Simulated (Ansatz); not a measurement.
Computed with Ansatz on PBE0-D4/def2-TZVP structures; ΔE is electronic, products minus reactants. CCSD(T)/CBS adds triple-zeta CCSD(T) − MP2 to the extrapolated MP2 energy (def2 sets, frozen cores). Functionals use def2-TZVPP. B3LYP here is the variant with VWN-RPA as its local correlation; programs differ in this. For Ge outer-core shells are correlated without core-valence functions, which leaves a few kJ/mol of doubt a bond. Scalar relativity is left out up to krypton. One conformer a species, not always the lowest.

`ClB(Cl)[SiH2][GeH3]` + `BSC` → `BS[CH2][GeH3]` + `[SiH3]B(Cl)Cl`  (formal exchange of groups at a Ge–Si bond)

CCSD(T)/CBS gives +0.41 eV.

Q: Another level gave +0.48 eV. Which?
A. PBE-D4/def2-TZVPP
B. MP2/def2-TZVPP
C. ωB97X-V/def2-TZVPP
D. B3LYP/def2-TZVPP

A: D. B3LYP 0.48, MP2/def2-TZVPP 0.37, ωB97X-V 0.43, PBE-D4 0.54 eV.

Largest T1 diagnostic among the species: 0.014.
